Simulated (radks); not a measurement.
Problem. The ytterbium ion Yb12+, 58 electrons, occupied as [Kr] 4d10 4f9 5s2 5p1 (not the ground configuration). Method: scalar-relativistic Kohn-Sham, LDA (Slater exchange, Perdew-Wang correlation), spin-polarised, spherical densities, finite nucleus; open shells are filled with parallel spins first (spin-orbit coupling, left out, can overturn this in heavy ions); Fermi nuclear charge, rms radius 5.3108 fm; computed with a radial shooting solver on a logarithmic mesh with Libxc functionals. Some entries of the table are withheld. Estimate them.

| orbital | occ. | eigenvalue (Ry) | r(max) (bohr) | <r> (bohr) |
|---|---|---|---|---|
| 1s up | 1 | -4514.889 | 0.01238 | 0.01968 |
| 1s down | 1 | -4514.879 | 0.01238 | 0.01968 |
| 2s up | 1 | -780.6436 | 0.07064 | 0.08340 |
| 2s down | 1 | -780.6263 | 0.07064 | 0.08340 |
| 2p up | 3 | -690.6477 | 0.05757 | 0.07417 |
| 2p down | 3 | -690.6309 | 0.05757 | 0.07417 |
| 3s up | 1 | -190.6720 | 0.1997 | 0.2170 |
| 3s down | 1 | -190.4349 | 0.1996 | 0.2169 |
| 3p up | 3 | -163.5302 | 0.1968 | 0.2164 |
| 3p down | 3 | -163.2932 | 0.1967 | 0.2163 |
| 3d up | 5 | -130.3459 | 0.1603 | 0.1962 |
| 3d down | 5 | -130.1596 | 0.1602 | 0.1960 |
| 4s up | 1 | -52.30729 | 0.4536 | 0.4836 |
| 4s down | 1 | -51.87144 | 0.4536 | 0.4839 |
| 4p up | 3 | -43.27808 | 0.4737 | 0.5110 |
| 4p down | 3 | -42.85216 | 0.4738 | 0.5114 |
| 4d up | 5 | -31.36624 | (1) | 0.5429 |
| 4d down | 5 | -30.94834 | (2) | 0.5437 |
| 5s up | 1 | -19.45583 | 0.9804 | 1.030 |
| 5s down | 1 | -19.15326 | 0.9829 | 1.034 |
| 4f up | 7 | -18.05398 | 0.4569 | 0.5974 |
| 4f down | 2 | -17.63190 | 0.4580 | 0.6006 |
| 5p up | 1 | -16.64700 | (3) | 1.121 |
| 5p down | 0 | -16.36939 | (4) | 1.128 |

Solution. 
(1) 4d up r(max) (bohr): 0.4855
(2) 4d down r(max) (bohr): 0.4857
(3) 5p up r(max) (bohr): 1.065
(4) 5p down r(max) (bohr): 1.070
